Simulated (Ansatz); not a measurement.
Consider the ligand exchange at the Si–O bond: `[SiH3][O][GeH2][O][SiH3]` + `CC[SiH2]O` → `CC[SiH2]O[SiH3]` + `[OH][GeH2][O][SiH3]`.

Program: Ansatz. Geometries: PBE0-D4/def2-TZVP. ΔE: electronic, gas phase. CCSD(T)/CBS adds triple-zeta CCSD(T) − MP2 to the extrapolated MP2 energy (def2 sets, frozen cores). Functionals use def2-TZVPP. B3LYP here is the variant with VWN-RPA as its local correlation; programs differ in this. For Ge outer-core shells are correlated without core-valence functions, which leaves a few kJ/mol of doubt a bond. Scalar relativity is left out up to krypton. One conformer a species, not always the lowest.

`[SiH3][O][GeH2][O][SiH3]`:

Z-matrix (Å, degrees):
```
Si
O 1 1.639
H 1 1.490 2 110.6
H 1 1.484 2 108.1 3 119.8
H 1 1.486 2 110.7 3 -120.4
Ge 2 1.764 1 134.6 3 36.1
O 6 1.764 2 107.8 1 59.7
H 6 1.531 2 110.0 1 -55.6
H 6 1.531 2 106.1 1 177.5
Si 7 1.639 6 134.6 2 59.6
H 10 1.486 7 110.7 6 -84.3
H 10 1.484 7 108.1 6 155.8
H 10 1.490 7 110.6 6 36.1
```

`CC[SiH2]O`:

Z-matrix (Å, degrees):
```
C
C 1 1.526
H 1 1.094 2 111.5
H 1 1.093 2 111.3 3 -120.0
H 1 1.093 2 111.8 3 120.2
Si 2 1.868 1 113.6 3 58.5
H 2 1.096 1 110.5 3 -179.4
H 2 1.097 1 110.5 3 -62.4
O 6 1.653 2 112.4 1 59.9
H 6 1.494 2 108.7 1 -61.8
H 6 1.484 2 110.7 1 177.7
H 9 0.957 6 117.6 2 -78.7
```

`CC[SiH2]O[SiH3]`:

Z-matrix (Å, degrees):
```
C
C 1 1.526
H 1 1.093 2 111.4
H 1 1.093 2 111.6 3 120.1
H 1 1.093 2 111.4 3 -119.7
Si 2 1.866 1 113.9 3 60.7
H 2 1.096 1 110.5 3 -61.7
H 2 1.097 1 110.6 3 -178.4
O 6 1.641 2 110.9 1 -57.8
H 6 1.490 2 110.1 1 -178.8
H 6 1.487 2 110.4 1 60.5
Si 9 1.631 6 146.0 2 -56.7
H 12 1.483 9 108.5 6 178.1
H 12 1.488 9 110.3 6 58.3
H 12 1.487 9 110.5 6 -61.8
```

`[OH][GeH2][O][SiH3]`:

Cartesian coordinates in Å:
```
O 1.762 -0.583 -1.131
Ge 1.291 0.640 0.060
O -0.475 0.711 0.142
Si -1.647 -0.400 0.419
H 1.538 -0.340 -2.032
H 1.725 2.047 -0.370
H 1.856 0.132 1.388
H -2.010 -1.113 -0.835
H -2.843 0.310 0.937
H -1.198 -1.405 1.422
```

| level | ΔE (kJ/mol) | difference from CCSD(T)/CBS |
| --- | --- | --- |
| r2SCAN-D4 | -6.5 | -1.1 |
| PBE0-D4 | -5.9 | -0.5 |
| B3LYP-D4 | -6.6 | -1.2 |
| ωB97M-V | -5.9 | -0.5 |
| B2PLYP | -6.4 | -1.0 |
| PBE | -6.2 | -0.8 |
| r2SCAN | -6.5 | -1.1 |
| B3LYP | -7.2 | -1.8 |
| HF/def2-TZVPP | -6.9 | -1.5 |
| MP2/def2-TZVPP | -5.2 | 0.2 |
| SCS-MP2/def2-TZVPP | -5.6 | -0.2 |
| HF/def2-QZVPP | -7.1 | -1.7 |
| MP2/def2-QZVPP | -5.6 | -0.2 |
| SCS-MP2/def2-QZVPP | -6.0 | -0.6 |
| MP2/CBS(def2) | -5.7 | -0.3 |
| CCSD/CBS(def2) | -5.8 | -0.4 |
| CCSD(T)/CBS | -5.4 | 0 |

Largest T1 diagnostic among the species: 0.012.
